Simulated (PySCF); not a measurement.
Molfile (atoms numbered from 1):
```
C5H3F3O2S2
     RDKit          3D

 15 15  0  0  0  0  0  0  0  0999 V2000
   -1.4965   -1.8720    0.8841 O   0  0  0  0  0  0  0  0  0  0  0  0
   -1.3085   -1.0317   -0.2855 S   0  0  0  0  0  6  0  0  0  0  0  0
   -1.6326   -1.4446   -1.6389 O   0  0  0  0  0  0  0  0  0  0  0  0
    0.3109   -0.3870   -0.2513 C   0  0  0  0  0  0  0  0  0  0  0  0
    1.1095   -0.3131    0.8670 C   0  0  0  0  0  0  0  0  0  0  0  0
    2.3586    0.2834    0.5728 C   0  0  0  0  0  0  0  0  0  0  0  0
    2.4638    0.6424   -0.7510 C   0  0  0  0  0  0  0  0  0  0  0  0
    1.0639    0.2631   -1.6552 S   0  0  0  0  0  0  0  0  0  0  0  0
   -2.3492    0.4816    0.0327 C   0  0  0  0  0  0  0  0  0  0  0  0
   -2.1489    1.3766   -0.9203 F   0  0  0  0  0  0  0  0  0  0  0  0
   -3.6140    0.1139    0.0415 F   0  0  0  0  0  0  0  0  0  0  0  0
   -2.0292    1.0105    1.2016 F   0  0  0  0  0  0  0  0  0  0  0  0
    0.7905   -0.6865    1.8406 H   0  0  0  0  0  0  0  0  0  0  0  0
    3.1532    0.4384    1.3031 H   0  0  0  0  0  0  0  0  0  0  0  0
    3.3136    1.1114   -1.2471 H   0  0  0  0  0  0  0  0  0  0  0  0
  1  2  2  0
  2  3  2  0
  2  4  1  0
  4  5  2  0
  5  6  1  0
  6  7  2  0
  7  8  1  0
  2  9  1  0
  9 10  1  0
  9 11  1  0
  9 12  1  0
  8  4  1  0
  5 13  1  0
  6 14  1  0
  7 15  1  0
M  END
```

Geometry: PBE0-D3(BJ)/def2-SVP; GIAO absolute shieldings from PySCF 2.14, gas phase, non-relativistic, averaged over equivalent atoms.

At PBE0/pcSseg-1 (233 basis functions):
| atoms | σ (ppm) |
| --- | --- |
| O1/O3 | 128.4 |
| S2 | 204.2 |
| S8 | 247.5 |
| C7 | 37.7 |
| C5 | 40.1 |
| C4 | 42.4 |
| C6 | 51.6 |
| C9 | 57.8 |
| F10/F11/F12 | 268.8 |
| H13 | 23.30 |
| H15 | 23.50 |
| H14 | 23.91 |

Q: Estimate the result of repeating the calculation with B3LYP/pcSseg-2.

A: 
```csv
atoms,σ at B3LYP/pcSseg-2,change
O1/O3,117.5,-10.9
S2,157.1,-47.1
S8,202.8,-44.7
C7,27.4,-10.3
C5,30.0,-10.1
C4,31.2,-11.2
C6,42.9,-8.7
C9,46.9,-10.9
F10/F11/F12,262.0,-6.8
H13,23.38,+0.08
H15,23.50,+0.00
H14,24.10,+0.19
```

The largest change is at S2 (sulfone sulfur). Cost: 488 basis functions. The order of the carbon signals is the same at both levels.
